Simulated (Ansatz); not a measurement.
Relative stability

Two relaxed structures of InBH2F, doublet (PBE0-D4/def2-TZVP; forces vanish, vibrations not checked).

A:

```xyz
5
angstrom
F 0.7218 -1.7500 1.7949
B 0.5346 -0.9647 0.8003
In -0.3295 0.5877 -0.4812
H -1.3726 0.0171 -1.7103
H 0.4456 2.1100 -0.4037
```

B:

```xyz
5
angstrom
F 0.2043 -1.4424 2.1877
B 0.7031 -1.1615 0.9892
In -0.3829 0.1860 -0.4131
H -1.3964 0.2905 -1.8059
H 1.8570 -1.4312 0.7802
```

Ansatz 0.2.0; basis: def2-TZVPP; cores frozen in the correlated methods; orbitals are unrestricted. Filled d shells of the heavier atoms are correlated. Core potentials replace the inner electrons of the atoms past krypton. The def2 sets are not built for correlating such inner shells, so the correlated values are less sure here. B3LYP uses VWN-RPA correlation.

(1) Which structure is lower at CCSD(T), and by how much? (To be estimated.)

T1 diagnostic: at most 0.021. ⟨S²⟩ of the unrestricted Hartree–Fock references: 0.77 to 0.78 (a pure state has 0.75).

## Answers

(1) By the calculation: B, by 22.04 kcal/mol (electronic energy, against the other). By their contacts, A is InBH₂F ([F][B][InH2]) and B is InBH₂F ([F][BH][InH]).

All methods give the same order:

```tsv
method	E(B) − E(A) (kcal/mol)
PBE-D4	-24.63
r2SCAN-D4	-23.26
PBE0-D4	-23.92
B3LYP-D4	-24.73
wB97M-V	-22.01
HF	-22.32
MP2	-23.81
CCSD	-22.25
CCSD(T)	-22.04
```

Labels in which every atom is bracketed show which atoms are joined, not bond orders.

For scale, one of the runs: CCSD(T)/def2-TZVPP, 140 basis functions, launched by `ansatz run in.yaml --threads 2 --pin off --events-out ev --progress --plain --max-ram 4352MiB`. The run took 100 s on 2 CPU threads of an Arm Neoverse V2 (shared host), with 2.2 GiB of host memory at its peak.
